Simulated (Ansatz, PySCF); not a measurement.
Noncovalent pair: CH5N (SMILES CN) (first 7 atoms) with H2Se (SMILES [SeH2]); geometry from B3LYP-D3(BJ)/def2-TZVP.
(charge 0, multiplicity 1):
```tsv
atom	x (Å)	y (Å)	z (Å)
C	0.4227	-0.0841	-0.1717
N	-0.5639	0.6409	0.6284
H	0.0157	-1.0591	-0.4448
H	1.3108	-0.2623	0.4358
H	0.7330	0.4235	-1.0942
H	-1.4173	0.7959	0.1058
H	-0.2114	1.5501	0.9015
Se	-0.3462	-0.6131	3.4888
H	-0.8020	-1.6399	2.5474
H	-0.2203	-1.6049	4.5781
```

Basis-set superposition error: the interaction energy with monomers in their own basis, and in the dimer's basis (counterpoise).

Run with Ansatz (Gaussian basis) for Hartree–Fock, density functionals and correlated methods; PySCF for 6-31G* rows. Each number belongs to the level named beside it.

```tsv
level	uncorrected (kcal/mol)	counterpoise (kcal/mol)	difference
r2SCAN/def2-TZVPPD	-2.52	-2.40	0.12
B97M-V/def2-TZVPPD	-3.11	-3.00	0.11
B3LYP/def2-TZVPPD	-1.01	-0.89	0.12
BHLYP/def2-TZVPPD	-1.39	-1.28	0.11
CAM-B3LYP/def2-TZVPPD	-1.63	-1.51	0.12
wB97X-V/def2-TZVPPD	-2.77	-2.66	0.11
MP2/6-31G*	-3.66	-1.66	2.00
MP2/aug-cc-pVDZ	-3.47	-2.46	1.01
SCS-MP2/aug-cc-pVDZ	-2.90	-1.85	1.05
CCSD(T)/aug-cc-pVDZ	-3.30	-2.24	1.06
```

The error is largest for MP2/6-31G* (2.00 kcal/mol) and smallest for BHLYP/def2-TZVPPD (0.11 kcal/mol).

Ansatz is a quantum-chemistry and plane-wave program.
